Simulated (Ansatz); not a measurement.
Si₈H₈⁺. Charge 1, multiplicity 2. Geometry PBE-D4/def2-SVP; atoms count from 1.

Cartesian coordinates in Å:
```
Si -0.042 1.601 -1.092
Si 1.488 -1.316 -0.617
Si 0.693 -1.525 1.531
Si -2.285 -0.765 -1.209
Si -0.467 0.408 1.986
Si 1.512 0.818 0.594
Si -1.943 1.047 0.231
Si -0.156 -0.530 -2.150
H 0.131 -0.864 -3.584
H 1.817 -1.740 2.518
H -3.060 1.951 0.665
H 2.778 1.355 1.188
H -0.502 0.781 3.441
H -2.992 -2.055 -0.885
H 0.279 2.923 -1.727
H 2.749 -2.087 -0.888
```

Another isomer (doublet) lies 0.20 eV lower at PBE0-D4/def2-TZVP; other spin states weren't run for this one.

Question: Estimate the Mulliken populations from the PBE0/def2-TZVP orbitals of Ansatz.

Answer: 
```csv
atom,charge (e),spin (α − β)
Si1,0.08,0.00
Si2,0.07,0.04
Si3,0.07,0.02
Si4,0.09,0.80
Si5,0.07,0.04
Si6,0.03,0.00
Si7,0.02,0.02
Si8,0.02,0.02
H9,0.06,0.01
H10,0.09,0.00
H11,0.06,0.01
H12,0.07,0.00
H13,0.07,0.02
H14,0.07,0.00
H15,0.06,0.00
H16,0.07,0.02
```
Mulliken values depend strongly on the basis.

Question: Where does the spin sit?

Answer: Summed by element: Si 0.95, H 0.05, of 1 unpaired in all. Largest on single atoms: Si4 0.80, Si2 0.04, Si5 0.04.

Question: And the Mayer bond orders between heavy atoms (over 0.3)?

Answer: Si1–Si6 0.83 (2.42 Å); Si1–Si7 0.91 (2.38 Å); Si1–Si8 0.91 (2.38 Å); Si2–Si3 1.01 (2.30 Å); Si2–Si6 0.76 (2.45 Å); Si2–Si8 0.88 (2.38 Å); Si3–Si5 1.01 (2.30 Å); Si3–Si6 0.48 (2.65 Å); Si4–Si7 1.00 (2.34 Å); Si4–Si8 1.00 (2.34 Å); Si5–Si6 0.76 (2.45 Å); Si5–Si7 0.88 (2.38 Å).
